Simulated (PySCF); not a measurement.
C₄H₅BO₂. Atoms are numbered in the order given.

```xyz
12

C      2.7599     0.3461    -0.6652
C      1.6450    -0.0724    -0.3899
B      0.2287    -0.5656    -0.0867
O     -0.1124    -1.8786    -0.1020
C     -0.9089     0.4678     0.3609
C     -2.0407     0.8897    -0.5357
O     -0.8011     0.8589     1.5148
H      3.7417     0.7176    -0.9007
H      0.6429    -2.4617    -0.2628
H     -2.7001     1.6018    -0.0184
H     -1.6386     1.3414    -1.4589
H     -2.6132    -0.0006    -0.8480
```
Charge 0, spin multiplicity 1.

Coordinates come from a r2SCAN-D4/def2-SVP optimisation. The structure was generated by enumeration, and PubChem lists no compound with its InChIKey, so it may never have been made. The values are those of a single conformer.

All values below come from PySCF with PBE/pcSseg-1.

GIAO shieldings, no solvent; atoms alike by connectivity are averaged. δ = σ(ref) − σ: ¹³C against TMS (σ = 182.0 ppm); ¹¹B against BF3 (σ = 83.9 ppm); ¹⁷O against H2O (σ = 334.3 ppm); ¹H against TMS (σ = 31.49 ppm), references at their B3LYP-D3(BJ)/def2-TZVP geometries, non-relativistic.

```json
[
 {"nucleus": "¹³C", "atoms": "C5", "count": "1", "δ (ppm)": "237.6"},
 {"nucleus": "¹³C", "atoms": "C1", "count": "1", "δ (ppm)": "103.3"},
 {"nucleus": "¹³C", "atoms": "C2", "count": "1", "δ (ppm)": "92.0"},
 {"nucleus": "¹³C", "atoms": "C6", "count": "1", "δ (ppm)": "36.8"},
 {"nucleus": "¹¹B", "atoms": "B3", "count": "1", "δ (ppm)": "14.5"},
 {"nucleus": "¹⁷O", "atoms": "O7", "count": "1", "δ (ppm)": "774.3"},
 {"nucleus": "¹⁷O", "atoms": "O4", "count": "1", "δ (ppm)": "198.3"},
 {"nucleus": "¹H", "atoms": "H9", "count": "1", "δ (ppm)": "6.16"},
 {"nucleus": "¹H", "atoms": "H8", "count": "1", "δ (ppm)": "3.08"},
 {"nucleus": "¹H", "atoms": "H10, H11, H12", "count": "3", "δ (ppm)": "2.58"}
]
```
